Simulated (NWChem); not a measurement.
System: CaHSF; SMILES [F][Ca][SH]

NWChem input:

```
start job
memory heap 200 mb stack 900 mb global 1100 mb
geometry units angstroms noautoz
  Ca     0.119568     0.505066    -0.014990
  F     -0.536693     2.347145     0.025590
  S     -0.305609    -2.063685    -0.047947
  H      1.015824    -2.360047    -0.073458
end
basis spherical
  Ca library def2-svp
  F library def2-svp
  S library def2-svp
  H library def2-svp
end
dft
  xc mpw1k
  iterations 150
  mulliken
end
task dft energy
```

All runs use the structure optimised with PBE0/def2-SVP.

Question: Predict the main results of this run. (MPW1K/def2-SVP.) Quantities: energy (Ha); highest occupied level (eV); orbital gap (eV); dipole (D).

Answer: 
| Property | Result |
|---|---|
| energy (Ha) | -1176.08 |
| highest occupied level (eV) | -7.13 |
| orbital gap (eV) | 5.70 |
| dipole (D) | 4.44 |
